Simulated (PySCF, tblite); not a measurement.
Isomers of C5H13ClOSi, one GFN2-xTB conformer each. Single-point energies are computed at PBE0/pcSseg-1 (PySCF, gas phase, no added dispersion term), electronic only.

```
                  SMILES  GFN2-xTB relative energy (kJ/mol)
  COCC[C@@](C)([SiH3])Cl                               69.8
CC[Si@@H](Cl)[C@@H](C)OC                                0.0
```

Conformers: `[CH3:1][O:2][CH2:3][CH2:4][C@@:5]([CH3:6])([SiH3:7])[Cl:8]` with C1–O2–C3–C4 -84°, O2–C3–C4–C5 -62°, C3–C4–C5–C6 -80°; `[CH3:1][CH2:2][Si@@H:3]([Cl:4])[C@@H:5]([CH3:6])[O:7][CH3:8]` with C1–C2–Si3–Cl4 179°, C2–Si3–C5–C6 -53°, Si3–C5–O7–C8 164°.

Task: What does PBE0/pcSseg-1 give for the same structures?

Result: 
| SMILES | PBE0/pcSseg-1 E (Eh) | PBE0/pcSseg-1 (kJ/mol) | GFN2-xTB (kJ/mol) | point group |
| --- | --- | --- | --- | --- |
| CC[Si@@H](Cl)[C@@H](C)OC | -1022.65889 | 0.0 | 0.0 | C1 |
| COCC[C@@](C)([SiH3])Cl | -1022.59033 | 180.0 | 69.8 | C1 |

Both levels put the same isomer lowest. 

Task: Which frontier levels, dipoles and rotational constants go with these structures?

Result: 
```csv
SMILES,"HOMO (eV, PBE0/pcSseg-1)",LUMO (eV),dipole (D),"A, B, C (MHz)"
CC[Si@@H](Cl)[C@@H](C)OC,-7.50,0.85,2.09,"1641, 952.2, 719.5"
COCC[C@@](C)([SiH3])Cl,-7.69,0.49,3.16,"2061, 925.2, 870.2"
```

Task: What happens when harmonic zero-point energies from GFN2-xTB frequencies are added?

Result: 
```
                  SMILES  ZPE (kJ/mol)  electronic (kJ/mol)  with ZPE (kJ/mol)
CC[Si@@H](Cl)[C@@H](C)OC         449.0                  0.0                0.0
  COCC[C@@](C)([SiH3])Cl         439.5                180.0              170.5
```

The zero-point energies span 9.5 kJ/mol. The order is unchanged.
